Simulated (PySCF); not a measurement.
Task: What does the PBE0-D3(BJ)/def2-SVP structure of `[GeH3][SiH2][SiH2]Br` look like in three dimensions?

Result: 
```xyz
11
BrGeH7Si2 angstrom
Ge    -2.0368    0.0111    0.0015
Si     0.1493   -0.6840    0.6552
Si     1.7527    0.5372   -0.5322
Br     3.7959   -0.1073    0.1082
H     -2.2053    1.5210    0.2533
H     -2.2437   -0.2598   -1.5002
H     -3.1127   -0.7486    0.7981
H      0.3370   -2.1372    0.3553
H      0.3516   -0.4562    2.1192
H      1.6308    0.2996   -2.0009
H      1.6274    2.0008   -0.2676
```

Orientation and origin are arbitrary. Atoms count from 1 in this order. Si2 (SiH2 silicon) is tetrahedral (angles from 108.6° to 110.4°). Si3 (SiH2 silicon) is tetrahedral (angles from 108.0° to 111.4°). Ge1 (germanium bonded to Si and 3 H) is tetrahedral (angles from 108.5° to 110.8°). The 4 heavy atoms lie in one plane (0.006 Å rms).

Bonds between heavy atoms (Å): Ge1–Si2 2.385, Si2–Si3 2.339, Si3–Br4 2.236.

Method used: PBE0-D3(BJ)/def2-SVP geometry optimisation, gas phase in PySCF 2.14.0.

No frequency check. The numbers are those of one conformer (Ge1–Si2–Si3–Br4 179°).
